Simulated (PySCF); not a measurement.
How exact exchange moves a shielding

Molecule: `C1C[SiH2]CCO1`, C₄H₁₀OSi.

Molfile (atoms numbered from 1):
```
C4H10OSi
     RDKit          3D

 16 16  0  0  0  0  0  0  0  0999 V2000
    0.9548    0.9896   -0.6668 C   0  0  0  0  0  0  0  0  0  0  0  0
    1.5927   -0.0620    0.2507 C   0  0  0  0  0  0  0  0  0  0  0  0
    0.1877   -1.0023    1.1100 Si  0  0  0  0  0  4  0  0  0  0  0  0
   -1.2683   -0.7700   -0.0727 C   0  0  0  0  0  0  0  0  0  0  0  0
   -1.3936    0.7158   -0.4446 C   0  0  0  0  0  0  0  0  0  0  0  0
   -0.2533    1.4852   -0.1344 O   0  0  0  0  0  0  0  0  0  0  0  0
    0.7816    0.5687   -1.6772 H   0  0  0  0  0  0  0  0  0  0  0  0
    1.6178    1.8595   -0.7935 H   0  0  0  0  0  0  0  0  0  0  0  0
    2.2303    0.4213    1.0082 H   0  0  0  0  0  0  0  0  0  0  0  0
    2.2380   -0.7495   -0.3199 H   0  0  0  0  0  0  0  0  0  0  0  0
   -0.1040   -0.4450    2.4656 H   0  0  0  0  0  0  0  0  0  0  0  0
    0.5062   -2.4568    1.2665 H   0  0  0  0  0  0  0  0  0  0  0  0
   -2.2116   -1.1570    0.3421 H   0  0  0  0  0  0  0  0  0  0  0  0
   -1.0456   -1.3883   -0.9595 H   0  0  0  0  0  0  0  0  0  0  0  0
   -1.6360    0.8272   -1.5210 H   0  0  0  0  0  0  0  0  0  0  0  0
   -2.2120    1.1815    0.1237 H   0  0  0  0  0  0  0  0  0  0  0  0
  1  2  1  0
  2  3  1  0
  3  4  1  0
  4  5  1  0
  5  6  1  0
  6  1  1  0
  1  7  1  0
  1  8  1  0
  2  9  1  0
  2 10  1  0
  3 11  1  0
  3 12  1  0
  4 13  1  0
  4 14  1  0
  5 15  1  0
  5 16  1  0
M  END
```

GIAO shieldings (ppm, equivalent atoms averaged) in PySCF 2.14.0 with density-fitted response routines on the PBE0-D3(BJ)/def2-SVP geometry, basis pcSseg-1, gas phase, non-relativistic:

```tsv
functional	exact exchange (%)	σ(C1/C5)	σ(Si3)	σ(O6)
BLYP	0	105.1	377.4	264.0
BP86	0	110.8	387.4	272.2
PBE	0	111.2	389.0	270.2
B3LYP	20	111.8	389.3	279.1
mPW1PW91	25	118.0	400.8	287.0
BHandHLYP	50	120.3	406.6	296.4
HF	100	133.3	436.3	319.4
```

Problem. Fit each shielding as a line in the percentage of exact exchange.

Solution. σ(C1/C5) = 109.1 + 0.24 x (rms 2.3 ppm); σ(Si3) = 383.9 + 0.51 x (rms 4.3 ppm); σ(O6) = 269.8 + 0.51 x (rms 3.0 ppm). The functionals also differ in their semilocal parts, which the line can't hold; Hartree–Fock has no correlation at all.

Problem. What does the line predict for PBE0 (25 %), and what does the run give?

Solution. σ(C1/C5): 115.1 predicted, 118.9 computed; σ(Si3): 396.6 predicted, 403.0 computed; σ(O6): 282.6 predicted, 287.4 computed ppm.
